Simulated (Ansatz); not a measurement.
Ru₂Br₆ (the lowest singlet isomer of a short search). Charge 0, multiplicity 1. Geometry PBE-D4/def2-SVP, basis def2-TZVP, Ansatz.

| atom | x (Å) | y (Å) | z (Å) |
| --- | --- | --- | --- |
| Ru1 | -0.097 | -1.038 | 0.283 |
| Ru2 | 0.092 | 1.042 | -0.267 |
| Br3 | -1.372 | 2.385 | 1.019 |
| Br4 | -2.305 | -1.797 | -0.100 |
| Br5 | 1.366 | -2.356 | -1.028 |
| Br6 | 0.430 | -1.350 | 2.568 |
| Br7 | 2.309 | 1.790 | 0.083 |
| Br8 | -0.423 | 1.324 | -2.558 |

```
run  HOMO (eV)  LUMO (eV)
  A      -6.13      -5.55
  B      -7.42      -5.24
  C      -5.98      -5.38
  D      -6.42      -5.73
  E      -6.30      -5.75
```

In the def2 sets Ru takes a core potential; there is no spin–orbit coupling. The structure comes from a short search, and lower isomers may exist.

Problem. The runs used BLYP, LDA (SPW92), PBE, PBE0, r2SCAN. Estimate which is which.

Solution. A PBE (0 % exact exchange); B PBE0 (25 % exact exchange); C BLYP (0 % exact exchange); D r2SCAN (0 % exact exchange); E LDA (SPW92) (0 % exact exchange). Exact exchange lowers occupied and raises empty levels; among semilocal functionals meta-GGAs tend to open the gap a little, and such runs are hard to tell apart. The gap grows from 0.55 eV (LDA (SPW92)) to 2.17 eV (PBE0). The restricted singlet is unstable towards broken spin symmetry in Hartree–Fock (as tested in another run); at PBE-D4/def2-TZVP, PBE0-D4/def2-TZVP, BLYP-D4/def2-TZVP, r2SCAN-D4/def2-TZVP and others this wasn't settled.
